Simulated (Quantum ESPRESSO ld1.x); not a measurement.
All-electron atom: Ga28+ in [He] 2s1 (the NIST ground configuration). Method: Dirac Kohn-Sham, PW91, spin-unpolarised, spherical densities, point nucleus; computed with ld1.x of Quantum ESPRESSO 7.5.

Normalised radial functions P(r) = r R(r) (large component), r in bohr:

r	1s1/2	2s1/2
0.001782	0.6199	0.2160
0.002159	0.7387	0.2573
0.002616	0.8781	0.3057
0.00317	1.0407	0.3620
0.003841	1.2288	0.4271
0.004617	1.4351	0.4982
0.005594	1.6786	0.5816
0.006779	1.9509	0.6743
0.008213	2.2498	0.7748
0.009952	2.5704	0.8805
0.01206	2.9035	0.9870
0.01461	3.2350	1.0870
0.0177	3.5451	1.1703
0.02145	3.8076	1.2231
0.02599	3.9916	1.2274
0.03149	4.0633	1.1623
0.03786	3.9984	1.0141
0.04587	3.7710	0.7507
0.05558	3.3783	0.3649
0.06734	2.8441	-0.1386
0.0816	2.2211	-0.7294
0.09887	1.5839	-1.3458
0.1198	1.0119	-1.8957
0.1452	0.5660	-2.2730
0.1759	0.2696	-2.3862
0.2131	0.1056	-2.1995
0.2562	0.0345	-1.7857
0.3104	0.0081	-1.2333
0.3761	0.0014	-0.7121
0.4557	0.0001	-0.3319
0.5521	0.0000	-0.1196
0.669	0.0000	-0.0317

1s1/2: eigenvalue -12349.5 eV, 0 radial nodes, <r> = 0.0483 bohr, 90 % of the charge inside 0.0861 bohr. 2s1/2: eigenvalue -2929.1 eV, 1 radial node at r = 0.0641 bohr, <r> = 0.198 bohr, 90 % of the charge inside 0.303 bohr.
